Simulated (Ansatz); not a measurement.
Relaxation of AlF2H3Se (7 atoms, charge 0, multiplicity 1), to a largest force component of 0.03 eV/Å in at most 50 steps.

All numbers below come from RKS LDA/def2-SVP (Ansatz).

```xyz
7
Properties=species:S:1:pos:R:3:forces:R:3
Al -0.785 -1.156 0.119 0.46 -0.33 -0.10
H -1.377 0.254 0.303 -0.39 0.44 0.06
F -0.481 -1.746 -1.398 -0.01 0.03 0.09
F -0.558 -2.161 1.410 0.00 0.01 -0.02
H 0.066 1.525 0.340 0.28 0.12 0.01
Se 1.559 1.694 0.354 -0.35 -0.29 -0.11
H 1.576 1.589 -1.129 0.00 0.02 0.07
```

Problem. Where does it end, and by what steps?

Solution. It converged. The force dipped under the threshold on the way, but the program's further checks kept it going. After 19 steps the energy has fallen by 0.702 eV; H7 moved furthest, 1.21 Å. Joined: Al1–Se6.

```
step  energy less start (eV)  largest force component (eV/Å)  accepted
   0                  0.0000                           0.462       yes
   1                 -0.0779                           0.408       yes
   2                 -0.2305                           0.452       yes
   3                 -0.3751                           0.602       yes
   4                 -0.4777                           0.746       yes
   5                 -0.5593                           0.531       yes
   6                 -0.6131                           0.530       yes
   7                 -0.6393                           0.422       yes
   8                 -0.6558                           0.183       yes
   9                 -0.6603                           0.081       yes
  10                 -0.6624                           0.042       yes
  11                 -0.6637                           0.024       yes
  12                 -0.6661                           0.366       yes
  13                 -0.6785                           0.132       yes
  14                 -0.6914                           0.174       yes
  15                 -0.6902                           0.395        no
  16                 -0.6991                           0.073       yes
  17                 -0.7012                           0.023       yes
  18                 -0.7008                           0.089        no
  19                 -0.7017                           0.021       yes
```

```xyz
7
Properties=species:S:1:pos:R:3
Al -0.635 -0.753 0.157
H -2.044 -0.080 0.425
F -0.068 -0.829 -1.436
F -0.074 -1.987 1.121
H 0.323 2.131 0.027
Se 1.220 1.063 0.539
H 1.278 0.454 -0.834
```

Time of the run: 21 s on 2 threads of Arm Neoverse V1 (shared host), peak memory 0.13 GiB.
